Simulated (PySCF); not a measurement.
Compound: SnMe(vinyl)3, C₇H₁₂Sn.
Z-matrix (Å and degrees, PBE0-D3(BJ)/def2-SVP geometry), rows numbered from 1:
```
Sn
C   1  2.1519
H   2  1.0996  1  109.46
H   2  1.0995  1  110.47  3  -120.24
H   2  1.0994  1  110.20  3   119.33
C   1  2.1438  2  110.10  3   -58.99
C   6  1.3367  1  123.07  2    93.91
H   6  1.0978  1  118.64  2   -85.78
H   7  1.0965  6  122.15  1     0.86
H   7  1.0977  6  122.00  1  -179.49
C   1  2.1442  2  110.72  3   179.04
C  11  1.3364  1  122.00  2  -128.36
H  11  1.0981  1  119.39  2    52.00
H  12  1.0968 11  121.94  1     0.24
H  12  1.0974 11  122.05  1  -179.64
C   1  2.1428  2  110.55  3    60.01
C  16  1.3371  1  123.11  2  -154.15
H  16  1.0978  1  118.61  2    26.84
H  17  1.0966 16  122.08  1     1.29
H  17  1.0975 16  122.07  1  -178.98
```

Computed with PBE0-D3(BJ)/def2-SVP geometry optimisation, gas phase, def2 core potentials past Kr (PySCF).

Masses are those of the commonest isotopes; rigid-rotor values at the optimised geometry. The values belong to one conformer.

(1) What are A, B and C (MHz)?

(2) Classify the top.

(3) Is it planar, by Δ = Ic − Ia − Ib?

(4) Give the other two planar moments, Paa and Pbb, and the rms extents of the mass along the axes.

(5) Give the coordinates in the principal-axis frame, origin at the centre of mass.

(6) Which lines would a microwave search look for?

Results:

(1) Ia = 363.80, Ib = 440.69, Ic = 535.72 u·Å²; 505379 MHz·u·Å²/I gives A = 1389, B = 1147, C = 943.4 MHz.

(2) An asymmetric top: κ = (2 × 1147 − 1389 − 943.4)/(1389 − 943.4) = -0.09.

(3) Not planar: Δ = Ic − Ia − Ib = -268.77 u·Å². For a rigid frame Δ = −2 Σ m c², so Σ m c² = 134.39 u·Å² lies off the ab plane: 29.14 from hydrogen and 105.24 from heavier atoms. The atom farthest from that plane is 2.27 Å away.

(4) Paa = Σ m a² = (Ib + Ic − Ia)/2 = 306.31 and Pbb = Σ m b² = (Ia + Ic − Ib)/2 = 229.42 u·Å². With the mass M = 216.00 u, the rms extents √(P/M) along a, b and c are 1.19, 1.03, 0.79 Å.

(5) The sense of each axis is arbitrary; atoms in the order of the calculation.
```tsv
atom	mass (u)	a (Å)	b (Å)	c (Å)
Sn1	119.902	-0.065	0.292	0.095
C2	12.000	-0.051	2.002	1.402
H3	1.008	0.905	2.041	1.944
H4	1.008	-0.875	1.939	2.127
H5	1.008	-0.160	2.927	0.817
C6	12.000	1.563	0.414	-1.295
C7	12.000	2.749	-0.164	-1.082
H8	1.008	1.420	0.982	-2.224
H9	1.008	2.958	-0.752	-0.180
H10	1.008	3.573	-0.083	-1.802
C11	12.000	-1.926	0.159	-0.960
C12	12.000	-2.651	-0.964	-0.979
H13	1.008	-2.299	1.034	-1.509
H14	1.008	-2.329	-1.871	-0.452
H15	1.008	-3.601	-1.035	-1.524
C16	12.000	0.170	-1.516	1.221
C17	12.000	0.686	-2.636	0.705
H18	1.008	-0.164	-1.531	2.267
H19	1.008	1.043	-2.689	-0.331
H20	1.008	0.783	-3.558	1.292
```

(6) The dipole components are |μa| = 0.03 D, |μb| = 0.13 D, |μc| = 0.15 D. The squared components, which scale the intensities, stand as 0.05 : 0.81 : 1.00 (a : b : c). Some lines, for components of 0.1 D or more:

| type | branch | J(Ka,Kc) | MHz | lower level (cm⁻¹) |
| --- | --- | --- | --- | --- |
| c | Q | 3(2,2) ← 3(1,2) | 492 | 0.448 |
| b | Q | 3(1,2) ← 3(0,3) | 1242 | 0.406 |
| c | Q | 4(4,1) ← 4(3,1) | 2160 | 0.811 |
| b | R | 1(1,1) ← 0(0,0) | 2333 | 0.000 |
| c | Q | 5(5,1) ← 5(4,1) | 2880 | 1.240 |
| b | R | 2(1,2) ← 1(0,1) | 4219 | 0.070 |
| c | R | 2(2,0) ← 1(1,0) | 5196 | 0.085 |
| c | R | 2(2,1) ← 1(1,1) | 5314 | 0.078 |
| b | R | 3(1,2) ← 2(2,1) | 5778 | 0.255 |
| b | R | 3(2,2) ← 2(1,1) | 6998 | 0.231 |
| c | R | 3(2,1) ← 2(1,1) | 7355 | 0.231 |
| b | R | 3(3,0) ← 2(2,1) | 8061 | 0.255 |
| b | R | 5(3,2) ← 4(4,1) | 8744 | 0.883 |
| b | R | 4(3,2) ← 3(2,1) | 9889 | 0.476 |
| b | R | 5(1,4) ← 4(2,3) | 10155 | 0.741 |
| c | R | 5(3,2) ← 4(2,2) | 12165 | 0.769 |
| c | R | 5(1,4) ← 4(0,4) | 12315 | 0.669 |
| c | R | 5(4,1) ← 4(3,1) | 12845 | 0.811 |
| c | R | 5(4,2) ← 4(3,2) | 12949 | 0.806 |

Atoms past krypton carry def2 core potentials. Not checked by PBE0-D3(BJ)/def2-SVP frequencies. No vibrational averaging or centrifugal distortion is included, and the geometry carries the error of its method. A rigid rotor knows nothing of internal rotation, which can split or shift real lines.
